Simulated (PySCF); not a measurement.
# [Gd(H2O)2]3+: from a saddle point downhill

PySCF 2.14.0, RKS PBE0, Gd lcecp-1-SVP with ECP53, O def2-SVP, H def2-SVP; non-relativistic Hamiltonian with scalar-relativistic core potentials where named; density fitting; no spin-orbit coupling. Relaxed within the symmetry of its start, the geometry (D2d) is

```xyz
7

Gd    0.0000    0.0000    0.0000
O     0.0000    0.0000    2.2767
H     0.5453    0.5453    2.9017
H    -0.5453   -0.5453    2.9017
O     0.0000    0.0000   -2.2767
H     0.5453   -0.5453   -2.9017
H    -0.5453    0.5453   -2.9017
```

and its lowest harmonic modes are -67, -67, 143, 418, 418, 647 cm⁻¹ (negative: unstable). It was moved along the lowest mode and relaxed again.

(1) Where does it end, and how much lower?

(2) How do the contacts change?

(3) Is the end a minimum?

An lcecp potential fixes the number of 4f electrons, so in runs with it no electron can move into or out of that shell.

State: singlet in the valence, with the 4f electrons in the core potential.

## Answers

(1) In C1, 0.214 eV lower, after 32 steps:
```xyz
7

Gd   -1.0790    0.1469    0.0058
O     0.1730   -0.0704    1.8494
H     1.0960    0.2536    2.0228
H    -0.0746   -0.4937    2.7146
O     0.1674    0.0383   -1.8507
H     1.0952   -0.2974   -1.9660
H    -0.0843    0.3035   -2.7758
```

(2) 
```json
{"contact": "Gd1–O2 (H2O)", "saddle (Å)": "2.277", "end (Å)": "2.239"}
{"contact": "Gd1–O5 (H2O)", "saddle (Å)": "2.277", "end (Å)": "2.239"}
```


(3) Yes; lowest modes 56, 92, 135, 434, 436, 652 cm⁻¹.
